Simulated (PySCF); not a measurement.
# [Eu(H2O)3]2+ at several levels of theory

Computed with PySCF 2.14.0 (density fitting, no spin-orbit coupling) at the geometry relaxed with BP86:

```xyz
10
[Eu(H2O)3]2+ (singlet in the valence; each metal's 4f electrons, 7 of them, lie in its core potential, out of spins and levels)
Eu    0.0000    0.0000    0.0000
O     2.4932    0.0000    0.0000
H     3.1046    0.6250    0.4526
H     3.1046   -0.6250   -0.4526
O    -1.2466    2.1592    0.0000
H    -2.0936    2.3761    0.4526
H    -1.0110    3.0012   -0.4526
O    -1.2466   -2.1592    0.0000
H    -1.0110   -3.0012    0.4526
H    -2.0936   -2.3762   -0.4526
```

```
 level                                                 basis    state  HOMO (eV)  gap (eV)  charge on Eu1 (e)  population of f-type functions on Eu1 (polarisation alone where 4f lies in the core)  dipole about the centre of mass (D)  largest force component (eV/Å)
  BP86     Eu lcecp-0-SVP with ECP53, O def2-SVP, H def2-SVP  singlet          –         –               1.34                                                                                  0.02                                 0.00                            0.01
revPBE                                              the same  singlet          –         –               1.34                                                                                  0.02                                 0.00                            0.17
 M06-L                                              the same  singlet          –         –               1.48                                                                                  0.02                                 0.00                            0.69
  BLYP                                              the same  singlet          –         –               1.31                                                                                  0.02                                 0.00                            0.05
  BP86  Eu lcecp-0-TZVP with ECP53, O def2-TZVP, H def2-TZVP  singlet          –         –               1.65                                                                                  0.02                                 0.00                            0.40
  PBE0        Eu def2-SVP with ECP28, O def2-SVP, H def2-SVP    octet     -15.68      5.97               1.43                                                                                  7.01                                 0.00                            0.61
```

In the lcecp rows the 4f levels are missing from HOMO and gap, and the state counts the valence alone.

HOMO and gap are taken over both spins. Charges are Mulliken's, which hang on the basis. The relaxation used the grid (50, 194), these runs (75, 302) or, all-electron (x2c bases, spin-free X2C Hamiltonian), (99, 590).

Task: What does TPSSh with Eu lcecp-0-SVP with ECP53, O def2-SVP, H def2-SVP give here?

Result: state singlet, charge on Eu1 (e) 1.40, population of f-type functions on Eu1 (polarisation alone where 4f lies in the core) 0.02, dipole about the centre of mass (D) 0.00, largest force component (eV/Å) 0.38. Time: 8.1 s on 2 threads of Arm Neoverse V2 (shared host), from an already converged density.

A frequency check found unstable modes (3, the lowest at -22 cm⁻¹), so the relaxed geometry is a saddle point, or these are noise. An lcecp potential fixes the number of 4f electrons, so in runs with it no electron can move into or out of that shell.

Rows with open f shells in the valence may stand above their lowest state, and their gaps can end on f levels.
